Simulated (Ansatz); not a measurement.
`N[CH2][SnH3]` + `O=CO` → `O=C[O][SnH3]` + CH₃NH₂ at 500 K and 1 bar (ligand exchange at the Sn–C bond).

Gas-phase electronic energies from Ansatz, PBE0-D4/def2-TZVP geometries. CCSD(T)/CBS adds triple-zeta CCSD(T) − MP2 to the extrapolated MP2 energy (def2 sets, frozen cores). This one scheme is used for every species. Elements past krypton have def2 core potentials. For Sn outer-core shells are correlated without core-valence functions, which leaves a few kJ/mol of doubt a bond. Each species was taken in one conformer, which may not be the lowest.

| species | CCSD(T)/CBS energy (Eh) | H − E (kJ/mol) | S (J/(mol·K)) |
| --- | --- | --- | --- |
| `N[CH2][SnH3]` | -310.95215 | 235.6 | 380.3 |
| `O=CO` | -189.60296 | 110.7 | 274.8 |
| `O=C[O][SnH3]` | -404.83174 | 154.6 | 377.3 |
| CH₃NH₂ | -95.75281 | 191.8 | 270.3 |

H − E and S are ideal-gas, rigid-rotor, harmonic terms from PBE0-D4/def2-TZVP, for one conformer and one mirror image of each species. 1 Eh = 2625.50 kJ/mol, R = 8.31446 J/(mol·K).

Question: By hand: ΔE, ΔH, ΔS and ΔG.

Answer: ΔE = (-404.83174) + (-95.75281) − (-310.95215) − (-189.60296) = -0.02944 Eh = -77.3 kJ/mol. Δ(H − E) = 154.6 + 191.8 − 235.6 − 110.7 = 0.1, so ΔH = -77.2 kJ/mol. ΔS = 377.3 + 270.3 − 380.3 − 274.8 = -7.5 J/(mol·K). ΔG = -77.2 − 500 × (-7.5)/1000 = -73.5 kJ/mol.

Question: By hand: the equilibrium constant, and the temperature at which ΔG would vanish if ΔH and ΔS stayed fixed.

Answer: log₁₀ K = −ΔG/(RT ln 10) = 7.7. ΔG = 0 at ΔH/ΔS = 10293 K, far beyond where these terms or the molecules hold.

The number of gas molecules stays the same, so ΔS is small and ΔH decides. A doubt of 5 kJ/mol in ΔE shifts log₁₀ K by 0.5 here. Other conformers and mirror images would add mixing entropy, several J/(mol·K) or more a flexible species. These are equilibria of isolated gas molecules and say nothing of rates. Largest T1 diagnostic: 0.017 (customary marks: 0.02 for closed shells, 0.045 for open ones).
